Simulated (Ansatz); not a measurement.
Molecule: SnBr$_{2}$ (charge 0, singlet). 
Structure (B3LYP-D3(BJ)/def2-TZVP (Ansatz, a quantum-chemistry and plane-wave program) minimum search):
SMILES: [Br][Sn][Br]
```xyz
3

Sn     0.0111    -0.0013     0.9566
Br     0.9780     1.6801    -0.6925
Br    -0.9940    -1.6782    -0.6740
```

Basis-set convergence of Hartree-Fock and MP2 correlation energies (hartree) with Ansatz. Cores are frozen in the correlated levels unless marked. No spin-orbit coupling. The frozen core is the preceding noble-gas configuration, with the filled d and f shells of earlier blocks. Past Kr the def2 sets carry scalar-relativistic core potentials.

| basis | functions | E(HF) | E(corr, MP2) |
|---|---|---|---|
| def2-SVPD | 114 | -5357.67998 | -0.31239 |
| def2-TZVPPD | 170 | ___ | ___ |

Question: Fill in the missing entries.

Answer: 
- def2-TZVPPD, E(HF): -5358.31336
- def2-TZVPPD, E(corr, MP2): -0.39576
